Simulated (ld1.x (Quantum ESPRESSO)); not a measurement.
**u(r) = r·R(r): atom against pseudo-atom (Cl)**

Columns: radius, all-electron u(r) and pseudo u(r) of the 3s shell (level -38.41 eV) of chlorine in the configuration [Ne] 3s2 3p3.5; PW91, scalar-relativistic, TM scheme, ld1.x (Quantum ESPRESSO) 7.5.

```
r (bohr)  all-electron  pseudo
   0.070        0.2084  0.0368
   0.140       -0.0889  0.0741
   0.210       -0.3448  0.1127
   0.280       -0.4531  0.1530
   0.350       -0.4304  0.1959
   0.420       -0.3196  0.2424
   0.490       -0.1604  0.2935
   0.560        0.0177  0.3507
   0.630        0.1950  0.4151
   0.700        0.3590  0.4873
   0.770        0.5031  0.5663
   0.840        0.6245  0.6489
   0.910        0.7227  0.7291
   0.980        0.7987  0.7995
   1.050        0.8538  0.8538
   1.120        0.8902  0.8902
   1.190        0.9101  0.9101
   1.260        0.9159  0.9159
   1.330        0.9099  0.9099
   1.400        0.8943  0.8943
   1.470        0.8711  0.8711
   1.540        0.8420  0.8420
   1.610        0.8085  0.8085
   1.680        0.7719  0.7719
   1.750        0.7332  0.7332
   1.820        0.6934  0.6934
```

Problem. How many radial nodes do the two functions have?

Solution. The all-electron 3s function has n − l − 1 = 2; the pseudo-wave has 0, since the states of the same l below it are removed with the core.

Problem. At about which radius was the pseudo-wave matched?

Solution. 1.10 bohr, where the columns begin to agree (steps of 0.07 bohr).

Problem. Is the pseudo-wave norm-conserving?

Solution. Yes: the TM scheme keeps the norm inside the radius equal to the all-electron one, which fixes the energy derivative of the logarithmic derivative at the level.
